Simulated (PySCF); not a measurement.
## The 12-electron isoelectronic series, spin-free X2C

Calculated with PySCF 2.14 from differences of total energies of unrestricted determinants, without spin-orbit coupling. Each ion has its own even-tempered basis scaled to its charge (17s12p4d4f for the first); frozen: 1s2. Ionisation energies in eV, correlation energies of the ion in mhartree.

| ion | configuration | UHF | LDA | PBE | PBE0 | r2SCAN | MP2 (outer shells) | CCSD (outer shells) | E_corr MP2 | E_corr CCSD(T) | NIST (with spin-orbit, Breit and QED) |
| --- | --- | --- | --- | --- | --- | --- | --- | --- | --- | --- | --- |
| Eu⁵¹⁺ | [Ne] 3s2 (1S) | 4731.0 | 4735.6 | 4738.9 | 4737.2 | 4730.6 | 4734.4 | 4735.0 | -471.4 | -492.7 | 4729 ± 4 (t) |
| Gd⁵²⁺ | [Ne] 3s2 (1S) | 4915.8 | 4920.5 | 4923.8 | 4922.1 | 4915.4 | 4919.2 | 4919.8 | -472.3 | -492.9 | 4914 ± 4 (t) |
| Tb⁵³⁺ | [Ne] 3s2 (1S) | 5105.2 | 5109.9 | 5113.4 | 5111.6 | 5104.8 | 5108.6 | 5109.1 | -473.5 | -493.5 | 5103 ± 5 (t) |
| Dy⁵⁴⁺ | [Ne] 3s2 (1S) | 5298.3 | 5303.0 | 5306.6 | 5304.8 | 5297.9 | 5301.7 | 5302.2 | -474.0 | -493.4 | 5296 ± 5 (t) |
| Ho⁵⁵⁺ | [Ne] 3s2 (1S) | 5496.0 | 5500.8 | 5504.6 | 5502.7 | 5495.6 | 5499.5 | 5500.0 | -475.2 | -494.0 | 5494 ± 5 (t) |
| Er⁵⁶⁺ | [Ne] 3s2 (1S) | 5697.6 | 5702.5 | 5706.3 | 5704.4 | 5697.2 | 5701.1 | 5701.5 | -476.1 | -494.2 | 5695 ± 5 (t) |
| Tm⁵⁷⁺ | [Ne] 3s2 (1S) | 5904.0 | 5908.9 | 5912.8 | 5910.9 | 5903.5 | 5907.4 | 5907.9 | -476.7 | -494.3 | 5901 ± 6 (t) |
| Yb⁵⁸⁺ | [Ne] 3s2 (1S) | 6114.3 | 6119.2 | 6123.2 | 6121.3 | 6113.7 | 6117.7 | 6118.1 | -477.8 | -494.6 | 6111 ± 6 (t) |
| Lu⁵⁹⁺ | [Ne] 3s2 (1S) | 6329.5 | 6334.4 | 6338.6 | 6336.6 | 6329.0 | 6332.9 | 6333.3 | -478.6 | -494.9 | 6326 ± 7 (t) |
| Hf⁶⁰⁺ | [Ne] 3s2 (1S) | 6548.7 | 6553.7 | 6558.0 | 6555.9 | 6548.1 | 6552.1 | 6552.5 | -479.3 | -495.0 | 6545 ± 10 (t) |

Each ion has its own basis, which adds noise of up to about 0.1 % along the series.

NIST values marked (s) are semi-empirical, (t) theoretical. Open shells are high-spin determinants of the terms that Hund's rules give.
